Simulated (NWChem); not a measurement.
System: CH4Cl2SSi; SMILES Cl[Si](S)(Cl)C

NWChem input:

```
start job
memory heap 200 mb stack 900 mb global 1100 mb
geometry units angstroms noautosym nocenter noautoz
  C      0.008637    -0.124759    -2.114045
  Si     0.001522    -0.023407    -0.261598
  S      0.663853     1.847628     0.517808
  Cl    -1.920369    -0.229040     0.448841
  Cl     1.153957    -1.572871     0.475386
  H      1.034729    -0.030580    -2.501340
  H     -0.397811    -1.094233    -2.440042
  H     -0.606345     0.682753    -2.538299
  H      1.905908     1.726896    -0.004850
end
basis spherical
  * library def2-svp
end
dft
  xc b3lyp
  iterations 150
end
property
  efieldgrad
end
task dft property
```

NWChem printed, in part:

```
             Northwest Computational Chemistry Package (NWChem) 7.3.0
             --------------------------------------------------------

                             Geometry "geometry" -> ""
                             -------------------------

 Output coordinates in angstroms (scale by  1.889725989 to convert to a.u.)

  No.       Tag          Charge          X              Y              Z
 ---- ---------------- ---------- -------------- -------------- --------------
    1 C                    6.0000     0.00863700    -0.12475900    -2.11404500
    2 Si                  14.0000     0.00152200    -0.02340700    -0.26159800
    3 S                   16.0000     0.66385300     1.84762800     0.51780800
    4 Cl                  17.0000    -1.92036900    -0.22904000     0.44884100
    5 Cl                  17.0000     1.15395700    -1.57287100     0.47538600
    6 H                    1.0000     1.03472900    -0.03058000    -2.50134000
    7 H                    1.0000    -0.39781100    -1.09423300    -2.44004200
    8 H                    1.0000    -0.60634500     0.68275300    -2.53829900
    9 H                    1.0000     1.90590800     1.72689600    -0.00485000

 Effective nuclear repulsion energy (a.u.)     436.7376917967

                              NWChem Property Module
                              ----------------------

  itol2e modified to match energy
  convergence criterion.

                                 NWChem DFT Module
                                 -----------------

 Summary of "ao basis" -> "ao basis" (spherical)
 ------------------------------------------------------------------------------
       Tag                 Description            Shells   Functions and Types
 ---------------- ------------------------------  ------  ---------------------
 C                          def2-svp                 6       14   3s2p1d
 Si                         def2-svp                 8       18   4s3p1d
 S                          def2-svp                 8       18   4s3p1d
 Cl                         def2-svp                 8       18   4s3p1d
 H                          def2-svp                 3        5   2s1p

  itol2e modified to match energy
  convergence criterion.

            General Information
            -------------------
          SCF calculation type: DFT
          Wavefunction type:  closed shell.
          No. of atoms     :     9
          No. of electrons :    74
           Alpha electrons :    37
            Beta electrons :    37
          Charge           :     0
          Spin multiplicity:     1
          Use of symmetry is: off; symmetry adaption is: off
          Maximum number of iterations: 150
          AO basis - number of functions:   106
                     number of shells:    50
          Convergence on energy requested:  1.00D-07
          Convergence on density requested:  1.00D-05
          Convergence on gradient requested:  5.00D-04

              XC Information
              --------------
                         B3LYP Method XC Potential
                     Hartree-Fock (Exact) Exchange  0.200
                        Slater Exchange Functional  0.800 local
                    Becke 1988 Exchange Functional  0.720 non-local
              Lee-Yang-Parr Correlation Functional  0.810
                  VWN I RPA Correlation Functional  0.190 local

             Grid Information
             ----------------
          Grid used for XC integration:  fine
          Radial quadrature: Mura-Knowles
          Angular quadrature: Lebedev.
          Tag              B.-S. Rad. Rad. Pts. Rad. Cut. Ang. Pts.
          ---              ---------- --------- --------- ---------
          C                   0.70       70          10.0       590
          Si                  1.10      123           9.0       770
          S                   1.00      123          11.0       770
          Cl                  1.00      123          11.0       770
          H                   0.35       60          12.0       590
          Grid pruning is: on
          Number of quadrature shells:   802
          Spatial weights used:  Erf1

      Superposition of Atomic Density Guess
      -------------------------------------

 Sum of atomic energies:       -1644.35482774

      Non-variational initial energy
      ------------------------------

 Total energy =   -1646.119109
 1-e energy   =   -3143.317625
 2-e energy   =    1060.460825
 HOMO         =      -0.319338
 LUMO         =       0.080585

   convergence    iter        energy       DeltaE   RMS-Dens  Diis-err
 ---------------- ----- ----------------- --------- --------- ---------
 d= 0,ls=0.0,diis     1  -1648.1948992816 -2.08D+03  1.27D-02  6.58D-01
 d= 0,ls=0.0,diis     2  -1648.1888080690  6.09D-03  8.21D-03  5.48D-01
 d= 0,ls=0.0,diis     3  -1648.2640074680 -7.52D-02  2.08D-03  4.94D-02
 d= 0,ls=0.0,diis     4  -1648.2710768078 -7.07D-03  3.89D-04  2.12D-03
 d= 0,ls=0.0,diis     5  -1648.2713760787 -2.99D-04  8.11D-05  9.66D-05
  Resetting Diis
 d= 0,ls=0.0,diis     6  -1648.2713883478 -1.23D-05  2.33D-05  7.90D-06
 d= 0,ls=0.0,diis     7  -1648.2713894678 -1.12D-06  9.81D-06  3.09D-07
 d= 0,ls=0.0,diis     8  -1648.2713894657  2.16D-09  4.96D-06  3.19D-07

         Total DFT energy =    -1648.271389465657
      One electron energy =    -3146.109137647231
           Coulomb energy =     1171.280983961201
    Exchange-Corr. energy =     -110.180927576315
 Nuclear repulsion energy =      436.737691796688

 Numeric. integr. density =       73.999999369936

                       DFT Final Molecular Orbital Analysis
                       ------------------------------------

 Vector   35  Occ=2.000000D+00  E=-3.198270D-01
              MO Center= -2.4D-01, -8.7D-01,  4.1D-01, r^2= 4.1D+00
   Bfn.  Coefficient  Atom+Function         Bfn.  Coefficient  Atom+Function
  ----- ------------  ---------------      ----- ------------  ---------------
    79      0.402656  5 Cl px                62     -0.341109  4 Cl py
    76      0.301121  5 Cl px                59     -0.260679  4 Cl py
    81     -0.243899  5 Cl pz                61      0.209344  4 Cl px
    78     -0.185052  5 Cl pz                63      0.180606  4 Cl pz
    73      0.174287  5 Cl px                58      0.153980  4 Cl px

[...]

          -----------------------
          Electric field gradient
          -----------------------

 1 a.u. = 0.324123 10**(16) esu/cm**3  ( or statvolts/cm**2 ) = 0.97174 10**(22) v/m**2

 ------------------------------------------------------------
   Atom      X         Y         Z
 ------------------------------------------------------------
    1 C    0.01632  -0.23576  -3.99497
 ------------------------------------------------------------

 Electric field gradient in molecular frame (a.u.)
         XX             YY             ZZ             XY             XZ             YZ
 ------------------------------------------------------------------------------------------
       -0.030099      -0.017223       0.047322      -0.003085       0.000253       0.002475

 Principal components (a.u.) and orientation
 of principal axis w.r.t. absolute frame                      Asymmetry parameter eta
 --------------------------------------------------------------------------------------
        0.047417      -0.030808      -0.016609                       0.299461

        0.001739       0.974723      -0.223411
        0.038172       0.223184       0.974029
        0.999270      -0.010222      -0.036819

 ------------------------------------------------------------
   Atom      X         Y         Z
 ------------------------------------------------------------
    2 Si   0.00288  -0.04423  -0.49435
 ------------------------------------------------------------

 Electric field gradient in molecular frame (a.u.)
         XX             YY             ZZ             XY             XZ             YZ
 ------------------------------------------------------------------------------------------
       -0.332245      -0.128472       0.460717       0.072742       0.036551       0.154008

 Principal components (a.u.) and orientation
 of principal axis w.r.t. absolute frame                      Asymmetry parameter eta
 --------------------------------------------------------------------------------------
        0.501916      -0.355754      -0.146162                       0.417583

        0.063662       0.948876       0.309163
        0.243772      -0.315193       0.917185
        0.967741       0.016975      -0.251375

 ------------------------------------------------------------
   Atom      X         Y         Z
 ------------------------------------------------------------
    3 S    1.25450   3.49151   0.97852
 ------------------------------------------------------------

 Electric field gradient in molecular frame (a.u.)
         XX             YY             ZZ             XY             XZ             YZ
 ------------------------------------------------------------------------------------------
       -1.408232       0.084235       1.323997      -0.689557       0.928483      -0.786994

 Principal components (a.u.) and orientation
 of principal axis w.r.t. absolute frame                      Asymmetry parameter eta
 --------------------------------------------------------------------------------------
        2.078373      -1.806516      -0.271857                       0.738395

        0.311329       0.942820      -0.119016
       -0.440061       0.254036       0.861285
        0.842271      -0.215769       0.493987

 ------------------------------------------------------------
   Atom      X         Y         Z
 ------------------------------------------------------------
    4 Cl  -3.62897  -0.43282   0.84819
 ------------------------------------------------------------

 Electric field gradient in molecular frame (a.u.)
         XX             YY             ZZ             XY             XZ             YZ
 ------------------------------------------------------------------------------------------
       -1.686444       0.950848       0.735596      -0.279464       0.960400       0.114097

 Principal components (a.u.) and orientation
 of principal axis w.r.t. absolute frame                      Asymmetry parameter eta
 --------------------------------------------------------------------------------------
       -2.051312       1.072889       0.978422                       0.046052

        0.939438       0.308813      -0.148626
        0.099909       0.168059       0.980701
       -0.327832       0.936157      -0.127028

 ------------------------------------------------------------
   Atom      X         Y         Z
 ------------------------------------------------------------
    5 Cl   2.18066  -2.97230   0.89835
 ------------------------------------------------------------

 Electric field gradient in molecular frame (a.u.)
         XX             YY             ZZ             XY             XZ             YZ
 ------------------------------------------------------------------------------------------
       -0.013193      -0.715654       0.728846       1.229289      -0.547849       0.808226

 Principal components (a.u.) and orientation
 of principal axis w.r.t. absolute frame                      Asymmetry parameter eta
 --------------------------------------------------------------------------------------
       -1.992453       1.090528       0.901925                       0.094659

       -0.562294       0.007609       0.826902
        0.754964       0.412748       0.509577
       -0.337425       0.910814      -0.237830

 ------------------------------------------------------------
   Atom      X         Y         Z
 ------------------------------------------------------------
    6 H    1.95535  -0.05779  -4.72685
 ------------------------------------------------------------

 Electric field gradient in molecular frame (a.u.)
         XX             YY             ZZ             XY             XZ             YZ
 ------------------------------------------------------------------------------------------
       -0.241973       0.145508       0.096465      -0.037130       0.145123       0.013121

 Principal components (a.u.) and orientation
 of principal axis w.r.t. absolute frame                      Asymmetry parameter eta
 --------------------------------------------------------------------------------------
       -0.299166       0.150409       0.148757                       0.005521

        0.934223       0.352441       0.054885
        0.088205      -0.377366       0.921854
       -0.345611       0.856376       0.383631

 ------------------------------------------------------------
   Atom      X         Y         Z
 ------------------------------------------------------------
    7 H   -0.75175  -2.06780  -4.61101
 ------------------------------------------------------------

 Electric field gradient in molecular frame (a.u.)
         XX             YY             ZZ             XY             XZ             YZ
 ------------------------------------------------------------------------------------------
        0.087015      -0.199043       0.112029      -0.145685      -0.048385      -0.115481

 Principal components (a.u.) and orientation
 of principal axis w.r.t. absolute frame                      Asymmetry parameter eta
 --------------------------------------------------------------------------------------
       -0.298373       0.150229       0.148144                       0.006988

        0.370049      -0.084536       0.925158
        0.881994      -0.280832      -0.378445
        0.291806       0.956027      -0.029362

 ------------------------------------------------------------
   Atom      X         Y         Z
 ------------------------------------------------------------
    8 H   -1.14583   1.29022  -4.79669
 ------------------------------------------------------------

 Electric field gradient in molecular frame (a.u.)
         XX             YY             ZZ             XY             XZ             YZ
 ------------------------------------------------------------------------------------------
        0.008145      -0.093181       0.085036       0.183987      -0.095906       0.126555

 Principal components (a.u.) and orientation
 of principal axis w.r.t. absolute frame                      Asymmetry parameter eta
 --------------------------------------------------------------------------------------
       -0.299007       0.150748       0.148259                       0.008325

       -0.559760      -0.107236       0.821687
        0.735304       0.392948       0.552196
       -0.382095       0.913287      -0.141105

 ------------------------------------------------------------
   Atom      X         Y         Z
 ------------------------------------------------------------
    9 H    3.60164   3.26336  -0.00917
 ------------------------------------------------------------

 Electric field gradient in molecular frame (a.u.)
         XX             YY             ZZ             XY             XZ             YZ
 ------------------------------------------------------------------------------------------
       -0.176278       0.104392       0.071886       0.020691       0.124788      -0.022411

 Principal components (a.u.) and orientation
 of principal axis w.r.t. absolute frame                      Asymmetry parameter eta
 --------------------------------------------------------------------------------------
       -0.230470       0.130549       0.099921                       0.132890

        0.919037       0.305531       0.249042
       -0.082582      -0.468543       0.879572
       -0.385424       0.828926       0.405377
```

Level: B3LYP/def2-SVP. Coordinates come from a PBE0/def2-SVP optimisation. B3LYP is NWChem's, with the RPA form of VWN correlation. NWChem prints the field gradient with the sign opposite to the second derivative of the potential.
